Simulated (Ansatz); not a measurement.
Molecule: CH3Br3Sn, charge 0, multiplicity 1. SMILES: [Br][Sn]([Br])([Br])[CH3]
Geometry: optimised at B3LYP-D3(BJ)/def2-TZVP (Ansatz, an electronic-structure program).

Wanted: atomisation energy (electronic, to ground-state atoms), in kJ/mol. Valence correlation only, unless marked. Open shells are spin-unrestricted. No spin-orbit coupling. Frozen are the shells of the preceding noble gas and the d and f shells that filled before the atom's block. Past Kr the def2 sets carry scalar-relativistic core potentials. STO-3G rows are all-electron and non-relativistic. The coupled-cluster limit lacks core correlation, which all-electron functionals hold. CBS(X,Y): correlation extrapolated as X^-3; Hartree-Fock from the larger set. [CCSD(T)-MP2]/basis is that difference in the basis named.

| level | program | atomisation energy (kJ/mol) |
|---|---|---|
| HF/STO-3G | Ansatz | 2543.8 |
| HF/def2-SVPD | Ansatz | 1760.2 |
| HF/def2-TZVPPD | Ansatz | 1770.0 |
| HF/def2-QZVPPD | Ansatz | 1772.7 |
| SVWN5/def2-TZVPD | Ansatz | 2769.2 |
| PBE0/def2-SVP | Ansatz | 2396.7 |
| PBE0/def2-QZVPP | Ansatz | 2412.9 |
| B2PLYP-D4/def2-TZVPD | Ansatz + dftd4 | 2382.4 |
| MP2/def2-TZVPPD | Ansatz | 2407.5 |
| CCSD/def2-QZVPPD | Ansatz | 2354.9 |
| CCSD/CBS(def2-TZVPPD,def2-QZVPPD) | Ansatz | 2383.7 |
| CCSD(T)/def2-SVP | Ansatz | 2238.1 |
| CCSD(T)/def2-TZVPP | Ansatz | 2351.2 |
| RI-MP2/CBS(def2-TZVPPD,def2-QZVPPD)+[CCSD(T)-MP2]/def2-QZVPPD | Ansatz | 2434.1 |
| CCSD(T)/CBS(def2-TZVPPD,def2-QZVPPD) | Ansatz | 2435.8 |
